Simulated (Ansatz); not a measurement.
**Worked example: the step energy**

An elementary step of BH$_{4}$O$_{2}$F, closed shell (BH₃O₂ ([OH][BH][OH]) + HF → BH₂O₂F ([OH][B]([OH])[F]) + H₂; B–H, H–F broken or loosened, B–F, H–H formed or tightened). “Start” and “end” are the PBE0-D4/def2-TZVP structures reached by relaxing down either side of its saddle point, with the molecules still in contact.

Ansatz 0.2.0; basis: def2-TZVPP and def2-QZVPP; cores frozen in the correlated methods.

Energies in eV:

| quantity | end | start |
| --- | --- | --- |
| Hartree–Fock, triple zeta (X = 3) | -7522.79894 | -7521.78938 |
| Hartree–Fock, quadruple zeta (X = 4) | -7523.16527 | -7522.15608 |
| MP2 correlation, X = 3 | -23.19216 | -23.30219 |
| MP2 correlation, X = 4 | -25.15192 | -25.28364 |
| CCSD(T) correlation, X = 3 | -24.33333 | -24.44147 |

**Question.** Work out the step energy at the basis limit: extrapolate Hartree–Fock as E(X) = E∞ + A exp(−7.88 √X) and the MP2 correlation as E(X) = E∞ + B X^−2.97 (the exponents that Neese and Valeev fitted for def2-TZVPP and QZVPP), then add CCSD(T) − MP2 in triple zeta.

**Answer.** Each step is linear, so take the differences first (end − start): Hartree–Fock -1.00956 (X = 3) and -1.00919 (X = 4); MP2 correlation 0.11003 and 0.13172; CCSD(T) correlation 0.10814.
Two points give E∞ = E(4) + w [E(4) − E(3)], with w = 1/(exp(7.88 (2 − √3)) − 1) = 0.1377 for Hartree–Fock and w = 1/((4/3)^2.97 − 1) = 0.7407 for the correlation.
Hartree–Fock: -1.00919 + 0.1377 × 0.00037 = -1.0091 eV.
MP2 correlation: 0.13172 + 0.7407 × 0.02169 = 0.1478 eV.
CCSD(T) − MP2: 0.10814 − 0.11003 = -0.0019 eV.
Sum: -1.0091 + 0.1478 + (-0.0019) = -0.8632 eV, or -19.91 kcal/mol. Plain CCSD(T) in triple zeta gives -0.9014 eV, so the larger basis shifts the result by 0.0382 eV.

No T1 diagnostic of these runs exceeds 0.014.

Labels in which every atom is bracketed show which atoms are joined, not bond orders.

For scale, one of the runs: CCSD(T)/def2-TZVPP, 180 basis functions, launched by `ansatz run in.yaml --threads 2 --pin off --events-out ev --progress --plain --max-ram 4352MiB`. Time: 56 s of wall clock on 2 CPU threads of an Arm Neoverse V1; the host was shared. Peak host memory: 1.9 GiB.
